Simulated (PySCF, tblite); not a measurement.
Isomers of C6H10ClN3, one GFN2-xTB conformer each. Single-point energies are computed at PBE0/pcSseg-1 (PySCF, gas phase, no added dispersion term), electronic only.

**Question.** Rank them by PBE0/pcSseg-1 energy, lowest first (kcal/mol).
A. `[CH3:1][CH2:2][C@H:3]([CH3:4])[n:5]1[cH:6][n:7][n:8][c:9]1[Cl:10]` with C1–C2–C3–C4 -176°, C2–C3–N5–C6 62°
B. `[CH3:1][c:2]1[n:3][n:4]([CH:5]([CH3:6])[CH3:7])[n:8][c:9]1[Cl:10]` with N3–N4–C5–C6 -119°

**Answer.** B (0.0), A (3.2).

GFN2-xTB itself gives, in the same order: 2.4, 0.0. GFN2-xTB puts CC[C@H](C)n1cnnc1Cl lowest instead.

**Question.** Which frontier levels, dipoles and rotational constants go with these structures?

**Answer.** 
```csv
SMILES,"HOMO (eV, PBE0/pcSseg-1)",LUMO (eV),dipole (D),"A, B, C (MHz)"
Cc1nn(C(C)C)nc1Cl,-7.10,-0.06,1.72,"2014, 723.4, 603.2"
CC[C@H](C)n1cnnc1Cl,-7.44,0.15,6.30,"1395, 978.5, 813.3"
```

**Question.** What happens when harmonic zero-point energies from GFN2-xTB frequencies are added?

**Answer.** 
```
             SMILES  ZPE (kcal/mol)  electronic (kcal/mol)  with ZPE (kcal/mol)
  Cc1nn(C(C)C)nc1Cl            99.7                    0.0                  0.0
CC[C@H](C)n1cnnc1Cl           100.3                    3.2                  3.9
```

The zero-point energies span 0.6 kcal/mol. The order is unchanged.
